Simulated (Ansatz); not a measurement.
Ansatz results at the PBE0-D4/def2-TZVP geometry: HOMO–LUMO gap (B3LYP/def2-TZVPP) 5.42 eV; HOMO energy (ωB97M-V/def2-TZVPP) -9.36 eV; HOMO energy (B3LYP/def2-TZVPP) -6.79 eV.

Each molecule was computed in one conformer, which needn't be the lowest.

**Question.** Which molecule gave them?
A. `[NH]=[Nb]([F])([F])[Cl]`
B. `C[O][Nb](=[NH])([OH])[F]`
C. `[CH3][Nb]([CH3])(=[NH])[NH2]`
D. `[NH]=[Nb]([OH])([Cl])[Cl]`

**Answer.** C. The others give `C[O][Nb](=[NH])([OH])[F]`: 6.92, -10.38, -7.78; `[NH]=[Nb]([OH])([Cl])[Cl]`: 5.84, -10.66, -8.17; `[NH]=[Nb]([F])([F])[Cl]`: 6.15, -11.04, -8.54.

B3LYP here is the variant with VWN-RPA as its local correlation; programs differ in this.
